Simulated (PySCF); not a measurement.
Which level of theory gave which numbers?

Species: C4H6BN.
Geometry (PBE0-D3(BJ)/def2-SVP, Å), atoms numbered from 1 in this order:
```xyz
12
C4H6BN angstrom
B      2.1863   -0.3456    0.2135
N      0.7738   -0.2357    0.1394
C      0.0478    0.9327   -0.0789
C     -1.2824    0.6335   -0.0877
C     -1.4021   -0.7825    0.1341
C     -0.1397   -1.2796    0.2671
H      2.6688   -1.4327    0.4061
H      2.8470    0.6532    0.0796
H      0.5676    1.8791   -0.2088
H     -2.0974    1.3393   -0.2371
H     -2.3254   -1.3568    0.1847
H      0.2139   -2.2927    0.4437
```

The closed-shell ground state was solved 3 times with PySCF (density fitting, gas phase), always with PBE0, in these basis sets: STO-3G, def2-SVPD and pcSseg-0.

| row | total energy (Eh) | HOMO (eV) | LUMO (eV) | dipole (D) |
| --- | --- | --- | --- | --- |
| P | -235.1969 | -6.61 | -1.33 | 0.33 |
| Q | -232.4733 | -4.74 | 1.37 | 0.33 |
| R | -234.8349 | -6.70 | -1.27 | 0.30 |

Question: Which basis belongs to which row?

Answer: P = def2-SVPD, Q = STO-3G, R = pcSseg-0. From the lowest total energy up: def2-SVPD (168 functions) 0 eV; pcSseg-0 (66 functions) +9.85 eV; STO-3G (36 functions) +74.12 eV.
